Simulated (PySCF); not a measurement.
# Spinor energies of Ba (barium, neutral)

Start: [Xe] 6s2. Calculated with PySCF 2.14 in x2c-QZVPPall-2c (16s16p11d5f2g, 172 functions): generalised Hartree-Fock with the X2C-1e Hamiltonian and a Gaussian nucleus; one run each with spin-orbit coupling (SO) switched off, then screened by Boettger's factors.

```csv
spinor shell,electrons,"ε, spin-free (eV)","ε, screened SO (eV)",weight of nominal j (screened SO),"rms radius, screened SO (bohr)"
1s1/2,2,-37625.0,-37620.5,1.000,0.0292
2s1/2,2,-6053.8,-6052.4,1.000,0.119
2p1/2,2,-5421.6,-5688.2,1.000,0.102
2p3/2,4,-5421.6,-5303.1,1.000,0.108
3s1/2,2,-1323.5,-1323.1,1.000,0.311
3p1/2,2,-1116.1,-1168.9,1.000,0.303
3p3/2,4,-1116.1,-1092.4,1.000,0.315
3d3/2,4,-815.06,-824.48,1.000,0.287
3d5/2,6,-815.06,-808.36,1.000,0.290
4s1/2,2,-279.10,-278.97,1.000,0.715
4p1/2,2,-209.36,-220.43,1.000,0.743
4p3/2,4,-209.36,-204.33,1.000,0.770
4d3/2,4,-104.93,-106.54,1.000,0.856
4d5/2,6,-104.93,-103.74,1.000,0.866
5s1/2,2,-43.637,-43.614,1.000,1.76
5p1/2,2,-24.450,-26.037,1.000,1.99
5p3/2,4,-24.450,-23.731,1.000,2.08
6s1/2,2,-4.437,-4.437,1.000,5.40
```

```tsv
quantity	spin-free	screened SO
E (hartree)	-8130.25706	-8133.33739
M_J	0	0
⟨J²⟩	0.000	0.000
⟨L²⟩	0.000	0.037
⟨S²⟩	0.000	0.037
```

Breit and QED terms are absent; they matter most for the inner s and p1/2 levels.

Densities and radii are taken from the X2C orbitals without a picture-change correction, which distorts them close to the nucleus.

Without spin-orbit coupling the j labels of p, d and f shells carry no meaning; the spin-free column gives the mean over the occupied spinors of each nl shell.
